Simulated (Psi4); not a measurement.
Calculation: Psi4 1.11 with SAPT0/jun-cc-pVDZ, all electrons correlated.

Psi4 input:

```
molecule {
0 1
Cl 0.64100294 0.00000000 0.00000000
H -0.64100294 -0.00000000 -0.00000000
--
1 1
Na 2.95744932 0.88720402 0.00876920
units angstrom
symmetry c1
no_reorient
no_com
}
set basis jun-cc-pvdz
set scf_type df
set freeze_core false
energy('sapt0')
```

Part of the output:

```
    SAPT Results
  --------------------------------------------------------------------------------------------------------
    Electrostatics                 -4.55451415 [mEh]      -2.85800078 [kcal/mol]     -11.95787525 [kJ/mol]
      Elst10,r                     -4.55451415 [mEh]      -2.85800078 [kcal/mol]     -11.95787525 [kJ/mol]

    Exchange                       10.88135539 [mEh]       6.82815360 [kcal/mol]      28.56899464 [kJ/mol]
      Exch10                       10.88135539 [mEh]       6.82815360 [kcal/mol]      28.56899464 [kJ/mol]
      Exch10(S^2)                  10.84805938 [mEh]       6.80726004 [kcal/mol]      28.48157599 [kJ/mol]

    Induction                     -10.92966343 [mEh]      -6.85846735 [kcal/mol]     -28.69582738 [kJ/mol]
      Ind20,r                     -21.26168639 [mEh]     -13.34190964 [kcal/mol]     -55.82254992 [kJ/mol]
      Exch-Ind20,r                  9.20359888 [mEh]       5.77534549 [kcal/mol]      24.16404553 [kJ/mol]
      delta HF,r (2)                1.12842408 [mEh]       0.70809680 [kcal/mol]       2.96267701 [kJ/mol]

    Dispersion                     -0.15050788 [mEh]      -0.09444512 [kcal/mol]      -0.39515838 [kJ/mol]
      Disp20                       -0.18640899 [mEh]      -0.11697341 [kcal/mol]      -0.48941673 [kJ/mol]
      Exch-Disp20                   0.03590111 [mEh]       0.02252829 [kcal/mol]       0.09425836 [kJ/mol]
      Disp20 (SS)                  -0.09320449 [mEh]      -0.05848670 [kcal/mol]      -0.24470837 [kJ/mol]
      Disp20 (OS)                  -0.09320449 [mEh]      -0.05848670 [kcal/mol]      -0.24470837 [kJ/mol]
      Exch-Disp20 (SS)              0.02155371 [mEh]       0.01352516 [kcal/mol]       0.05658925 [kJ/mol]
      Exch-Disp20 (OS)              0.01434741 [mEh]       0.00900313 [kcal/mol]       0.03766911 [kJ/mol]

  Total HF                         -4.60282219 [mEh]      -2.88831453 [kcal/mol]     -12.08470799 [kJ/mol]
  Total SAPT0                      -4.75333006 [mEh]      -2.98275965 [kcal/mol]     -12.47986636 [kJ/mol]
```
